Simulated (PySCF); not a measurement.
C4H9Si (doublet state).
SMILES with atom numbers: `[SiH3:1][C@@H:2]1[CH:3][CH2:4][CH2:5]1` (hydrogens: H6, H7, H8 on Si1; H9 on C2; H10 on C3; H11, H12 on C4; H13, H14 on C5)

Cartesian coordinates in Å at the GFN2-xTB level; atoms count from 1:
```
atom  x, y, z in Å
Si1    1.8762    0.4243   -0.1674
C2     0.1662   -0.2917   -0.6771
C3    -0.8888    0.7304   -0.6360
C4    -1.5491    0.1537    0.5603
C5    -0.5757   -1.0349    0.4530
H6     2.2845    1.3841   -1.1923
H7     1.7286    1.0829    1.1300
H8     2.8534   -0.6629   -0.0670
H9     0.2820   -0.8439   -1.6152
H10   -1.0758    1.6133   -1.2131
H11   -2.6101   -0.0932    0.4489
H12   -1.4457    0.7368    1.4836
H13    0.0084   -1.2446    1.3477
H14   -1.0549   -1.9547    0.1224
```

Computed with UKS B3LYP, pcH-1 on C H Si, non-relativistic, mean-field spin-orbit, GIAO (PySCF 2.14.0). Geometry: GFN2-xTB; no solvent, vibrations or thermal averaging. A GFN2-xTB geometry isn't a minimum of the functional, and hyperfine couplings can be far from their values at a DFT geometry. No stability test was run, so a lower SCF solution isn't excluded.

(1) Give the principal g shifts and their parts.

(2) How much does each term add to the isotropic shift?

(3) At 9.721 GHz, how far is the centre of the isotropic spectrum from where a free electron (g = 2.002319) resonates?

(4) What effective moment and Curie constant follow for a powder?

(5) In a frozen sample, at which fields do the three g values resonate at 9.5, 34, 94 and 263 GHz (hyperfine left aside), and which band first spreads them over more than twice a line width of 1.0 mT?

Results:

(1) 
| Δg (ppm) | 1 | 2 | 3 |
| --- | --- | --- | --- |
| relativistic mass correction | -143 | -143 | -143 |
| gauge correction | 0 | 21 | 11 |
| orbital Zeeman/spin–orbit | -56 | 709 | 803 |
| total | -200 | 587 | 671 |

So g = 2.00212, 2.00291, 2.00299 and g_iso = 2.00267; the tensor is close to axial: the two nearest values differ by 10 % of g3 − g1. 

(2) The orbital-Zeeman/spin–orbit term 485, the mass correction -143 and the gauge correction 11 ppm, for a total of 353 ppm. The orbital-Zeeman/spin–orbit term is the largest in size. The mass correction is the same along every axis, so the anisotropy comes from the other two: their spans along these axes are 21 (gauge) and 860 ppm (orbital Zeeman/spin–orbit).

(3) B = hν/(g μB) with μB/h = 13.99624 MHz/mT gives 346.87 mT for the free electron and 346.81 mT at g_iso, 0.06 mT lower.

(4) With the mean of g² = 4.0107 and S(S+1) = 0.75: μ_eff = √(⟨g²⟩S(S+1)) = 1.734 μB and χT = 0.12505·⟨g²⟩·S(S+1) = 0.376 cm³ K/mol (cgs; spin-Hamiltonian part alone).

(5) 
| band | GHz | B(g3) mT | B(g2) mT | B(g1) mT | spread mT |
| --- | --- | --- | --- | --- | --- |
| X | 9.5 | 338.87 | 338.88 | 339.02 | 0.15 |
| Q | 34.0 | 1212.80 | 1212.85 | 1213.33 | 0.53 |
| W | 94.0 | 3353.03 | 3353.17 | 3354.49 | 1.46 |
| J | 263.0 | 9381.35 | 9381.74 | 9385.43 | 4.08 |

The spread grows in proportion to the frequency. J band is the first where it exceeds 2.0 mT.

Largest spin populations (Mulliken): C3 (+0.97), C4 (-0.09), C2 (-0.08) and Si1 (+0.07). No atom but C3 exceeds +0.15. The positive populations add up to 1.21 and the negative ones to -0.21, together 2S = 1. The angles at C3 add up to 359.9°, so it is planar; its axial dipolar tensor and the negative coupling of its proton fit spin in a p orbital normal to that plane.

The HOMO–LUMO gaps are 5.52 eV among the α and 6.76 eV among the β orbitals.
